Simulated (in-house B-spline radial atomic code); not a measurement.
Radial electron density of Sb⁺, [Kr] 4d10 5s2 5p2. Level of theory: scalar-relativistic (X2C) TPSSh, spin-polarised, spherical fractional occupations, Fermi nucleus of rms radius 4.6802 fm; calculated with an all-electron radial atomic-structure program (B-spline basis).

Caution: exact exchange at fractional occupations of open shells leaves self-interaction of up to several eV.

One-electron X2C: radii and densities carry no picture-change correction, so inner-shell <1/r> comes out high (for 1s by about 2 % at Z = 33, 5 % at 54, 10 % at 75, 30 % at 118) and <r> low.

Columns: r (bohr), 4πr²n(r) (electrons per bohr), bar.

```
0.000924    2.167 #
 0.00114    3.024 ##
 0.00142    4.266 ##
 0.00176    5.935 ###
 0.00218    8.189 ####
  0.0027     11.2 ######
 0.00334    15.11 ########
 0.00414    20.15 ###########
 0.00513    26.38 ##############
 0.00636     33.8 ##################
 0.00787    42.03 ######################
 0.00976    50.62 ##########################
  0.0121    58.45 ##############################
   0.015    64.18 #################################
  0.0186    66.57 ###################################
   0.023    65.14 ##################################
  0.0285    60.98 ################################
  0.0353    57.16 ##############################
  0.0437    57.74 ##############################
  0.0542    65.09 ##################################
  0.0671    76.51 ########################################
  0.0831    84.34 ############################################
   0.103    81.23 ##########################################
   0.128     68.7 ####################################
   0.158    59.27 ###############################
   0.196    61.95 ################################
   0.243    69.69 ####################################
   0.301    65.01 ##################################
   0.373    44.81 #######################
   0.462    26.03 ##############
   0.572    21.73 ###########
   0.709    24.94 #############
   0.878    23.06 ############
    1.09    15.37 ########
    1.35      8.3 ####
    1.67    4.537 ##
    2.07    2.886 ##
    2.56    1.856 #
    3.18    0.958 
    3.93   0.3598 
    4.87  0.09167 
    6.04  0.01529 
    7.48 0.001444 
    9.27 7.239e-05
```

On this grid the curve has 4 maxima, near 0.0186, 0.0831, 0.243, 0.709 bohr.

The 5s down radial function P(r) = rR(r), positive near the nucleus:

```csv
r (bohr),P
0.000392,0.01165
0.000602,0.01654
0.000924,0.02334
0.00142,0.0327
0.00218,0.04519
0.00334,0.06106
0.00513,0.07983
0.00787,0.09836
0.0121,0.1092
0.0186,0.09782
0.0285,0.0459
0.0437,-0.05312
0.0671,-0.1551
0.103,-0.1399
0.158,0.07086
0.243,0.2542
0.373,0.01525
0.572,-0.3752
0.878,-0.1186
1.35,0.5691
2.07,0.7637
3.18,0.4104
4.87,0.09159
7.48,0.005971
```
